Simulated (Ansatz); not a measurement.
Molecule: CH5O2Si, net charge 0, doublet state. It need not be the lowest isomer of its formula. 
Structure (B3LYP-D3(BJ)/def2-TZVP (Ansatz, a first-principles code) minimum search):
```xyz
9

C     -1.6871    -0.3409     0.2131
Si     0.0357     0.0848    -0.3960
O      0.6992     1.3651     0.4347
O      0.9590    -1.2367    -0.0343
H     -2.3823     0.4794     0.0310
H     -1.6429    -0.5349     1.2885
H     -2.0620    -1.2332    -0.2897
H      0.5304     2.2482     0.0962
H      1.9140    -1.1286    -0.0631
```
Charge 0, spin multiplicity 2.

Dipole moments at this geometry, in debye (magnitudes).

```tsv
level	program	dipole (D)
PBE/def2-TZVPD	Ansatz	1.22
BLYP/def2-TZVPD	Ansatz	1.26
revPBE/def2-TZVPD	Ansatz	1.22
B3LYP/def2-TZVPD	Ansatz	1.36
PBE0/def2-TZVPD	Ansatz	1.33
BHLYP/def2-TZVPD	Ansatz	1.49
r2SCANh/def2-TZVPD	Ansatz	1.34
r2SCAN0/def2-TZVPD	Ansatz	1.39
HSE06/def2-TZVPD	Ansatz	1.33
CAM-B3LYP/def2-TZVPD	Ansatz	1.42
LC-wPBE/def2-TZVPD	Ansatz	1.41
wB97X-V/def2-TZVPD	Ansatz	1.35
CCSD(T)/aug-cc-pV(D+d)Z	Ansatz	1.36
```
